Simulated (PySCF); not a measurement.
**Vibration and rotation of CdS**

RHF-CCSD(T) constants of CdS, ¹Σ⁺ (singlet), closed shell (Cd x2c-TZVPPall, S x2c-TZVPPall; spin-free X2C with a Gaussian nucleus (PySCF 2.14); masses 113.9034 and 31.9721 u):

```
ωe              : 376.2 cm⁻¹
ωexe            : 1.63 cm⁻¹
Be              : 0.13278 cm⁻¹
αe              : 0.000704 cm⁻¹
D (centrifugal) : 6.62e-08 cm⁻¹
De to Cd + S    : 0.85 eV
```

Q: Give the band origin of the fundamental and the first lines of its P and R branches.

A: ν0 = ωe − 2ωexe = 372.9 cm⁻¹, B0 = 0.13243, B1 = 0.13172 cm⁻¹.

```json
{"J″": "0", "P(J″) − ν0": "", "R(J″) − ν0": "0.263"}
{"J″": "1", "P(J″) − ν0": "-0.265", "R(J″) − ν0": "0.525"}
{"J″": "2", "P(J″) − ν0": "-0.531", "R(J″) − ν0": "0.786"}
{"J″": "3", "P(J″) − ν0": "-0.799", "R(J″) − ν0": "1.045"}
{"J″": "4", "P(J″) − ν0": "-1.068", "R(J″) − ν0": "1.303"}
{"J″": "5", "P(J″) − ν0": "-1.338", "R(J″) − ν0": "1.560"}
{"J″": "6", "P(J″) − ν0": "-1.610", "R(J″) − ν0": "1.814"}
```

Q: Near which J would the R branch turn back, without centrifugal distortion?

A: At J ≈ (B0 + B1)/(2(B0 − B1)) − 1 ≈ 190.

Correlated steps freeze 19 core orbitals. Where the molecule has an RHF reference, its open-shell atoms are computed with UHF. The CCSD T1 diagnostic is raised, a sign that a single reference may not be enough here.
